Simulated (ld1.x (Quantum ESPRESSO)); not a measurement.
# Transferability test, TM potential for promethium

```
Element                 : promethium
Generator               : ld1.x (Quantum ESPRESSO) 7.5
Type                    : norm-conserving Troullier–Martins (Kleinman–Bylander form)
Functional              : PBE
Relativity              : scalar-relativistic
Frozen core             : [Kr] 4d10
Valence charge          : 15
Reference configuration : 4f5 5s2 5p6 5d0 6s0.5 6p0 (charge +1.5)
Partial waves           : 5p (bound): rc 1.95 bohr; 5d (bound, empty): rc 2.20 bohr; 4f (bound): rc 1.45 bohr; 5s (bound): rc 2.25 bohr
Local potential         : the s channel
Core correction         : Bessel-smoothed model core inside 0.80 bohr
```

Occupied shells without a wave of their own: 6s. They enter only through the test configuration that unscreens the potential, and ld1.x also counts them in the model core charge.

Energies are relative to the spin-unpolarised reference configuration 4f5 5s2 5p6 5d0 6s0.5 6p0; without spin polarisation the order of configurations can differ from experiment. Not all tests gave a result: 3 of 7 tests not solved or not reliable. Left out of the table: 4f5 5s2 5p6 5d0 6s2 6p0 (solver errors, printed error -1774 eV); 4f5 5s2 5p6 5d1 6s0 6p0 (solver errors, printed error -468 meV); 4f5 5s2 5p6 5d0 6s1 6p1 (solver errors, printed error -1772 eV).

ld1.x takes every shell without a wave as core, so the model core holds the 6s electrons as well and exchange and correlation see them twice. This cancels in the reference configuration, but the file is broken for other ones, and its errors say nothing about a proper core correction.

```json
{"valence configuration": "4f5 5s2 5p6 5d0 6s1 6p0", "charge": "+1", "ΔE all-electron (eV)": "-4.799", "error AE − PS (meV)": "+495"}
{"valence configuration": "4f5 5s2 5p6 5d0 6s0 6p0", "charge": "+2", "ΔE all-electron (eV)": "6.141", "error AE − PS (meV)": "-698"}
{"valence configuration": "4f3 5s2 5p6 5d0 6s0 6p0", "charge": "+4", "ΔE all-electron (eV)": "70.439", "error AE − PS (meV)": "-1536"}
{"valence configuration": "4f4 5s2 5p6 5d1 6s1 6p0", "charge": "+1", "ΔE all-electron (eV)": "-1.877", "error AE − PS (meV)": "+753"}
```

These tests converged, but a pseudo level misses the all-electron one widely, so the file describes the atom poorly there or has found another state: 4f3 5s2 5p6 5d0 6s0 6p0: empty 6s by 5.6 eV.

The potential misses its own reference levels by up to 1.2 eV, so it is not fit for use.
